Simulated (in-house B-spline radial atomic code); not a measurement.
Values are calculated unless marked as measured or tabulated.
Softness against transferability: the 3p channel of Cu

Cu, [Ar] 3d10 4s1, non-relativistic LDA (VWN5), spherical and spin-unpolarised, from a B-spline radial code for spherical atoms (atomic units). The all-electron 3p level is ε = -2.609244 hartree, its outermost node lies just inside 0.27 bohr and its outer maximum at 0.62 bohr.

Troullier-Martins pseudo-orbitals are made for several radii. The cutoffs (hartree) are the plane-wave energies beyond which the orbital holds less than the named kinetic energy per electron. The phase error is the difference, pseudo minus all-electron, of arctan(R P'/P) at R = 1.17 bohr for all radii, half a hartree below and above the level.

```csv
r_c (bohr),V_l(0) (hartree),cutoff for 10 mEh,for 1 mEh,for 0.1 mEh,phase error at ε − 0.5 (mrad),at ε + 0.5 (mrad)
0.47,-111.02,263,> 450,> 450,-1.6,-0.3
0.54,-37.10,158,303,> 450,-1.0,-0.2
0.62,-13.20,37,88.2,180,-0.7,-0.1
0.7,-10.57,57.9,90.3,166,-0.7,-0.1
0.78,-12.09,36,82.4,144,-0.8,-0.2
0.87,-13.82,33.6,68.7,89.2,-1.2,-0.2
```

(1) Which radius needs the lowest cutoff for 1 mEh while both phase errors stay within 1.1 mrad?

## Answers

(1) The radii within that limit are 0.54, 0.62, 0.7, 0.78 bohr; of these r_c = 0.78 needs the least, 82.4 hartree, that is 165 Ry or 2242 eV.
